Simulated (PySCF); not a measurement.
Compound: C₄H₄BClO.
Numbering: `[BH2:1][c:2]1[o:3][cH:4][cH:5][c:6]1[Cl:7]` (hydrogens: H8, H9 on B1; H10 on C4; H11 on C5)

Level of theory: PBE0-D3(BJ)/def2-SVP geometry optimisation, gas phase (PySCF 2.14.0).

Task: List the bond lengths and angles at this level.

Result: 
| bond | length (Å) | order |
| --- | --- | --- |
| B1–C2 | 1.512 | single |
| C2–O3 | 1.378 | aromatic |
| O3–C4 | 1.325 | aromatic |
| C4–C5 | 1.371 | aromatic |
| C5–C6 | 1.414 | aromatic |
| C6–Cl7 | 1.704 | single |
| C2–C6 | 1.392 | aromatic |
| B1–H8, B1–H9 | 1.205 | single |
| C4–H10 | 1.089 | single |
| C5–H11 | 1.087 | single |

Bonds in one row agree within 0.01 Å and their mean is given. Orders are formal, as drawn. A selection of angles:
| angle | degrees |
| --- | --- |
| C2–B1–H8 | 118.9 |
| H8–B1–H9 | 121.2 |
| B1–C2–O3 | 120.6 |
| B1–C2–C6 | 133.1 |
| O3–C2–C6 | 106.2 |
| C2–O3–C4 | 109.0 |
| O3–C4–C5 | 111.7 |
| O3–C4–H10 | 116.6 |
| C5–C4–H10 | 131.7 |
| C4–C5–C6 | 104.3 |
| C4–C5–H11 | 128.0 |
| C6–C5–H11 | 127.7 |
| C5–C6–Cl7 | 125.2 |
| C2–C6–C5 | 108.7 |
| C2–C6–Cl7 | 126.1 |

The 3 C–C bonds span 1.371 Å (C4–C5, aromatic) to 1.414 Å (C5–C6, aromatic), a spread of 0.043 Å. The 7 heavy atoms lie in one plane (0.000 Å rms). The 5-membered ring C2–O3–C4–C5–C6 has internal angles of 104.3° to 111.7°; it is planar, 0.00 Å rms from its mean plane, widest ring torsion 0°. O3 (furan-type oxygen) is bent (angle 109.0°). B1 (three-coordinate boron) is planar (angles 121.2°, 119.9° and 118.9°, sum 360.0°, 0.00 Å off the plane of its three neighbours). The C–O distances run from 1.325 Å (O3–C4, aromatic) to 1.378 Å (C2–O3, aromatic), a spread of 0.053 Å.

Point group: Cs (tolerance 0.08 Å). No frequency check.
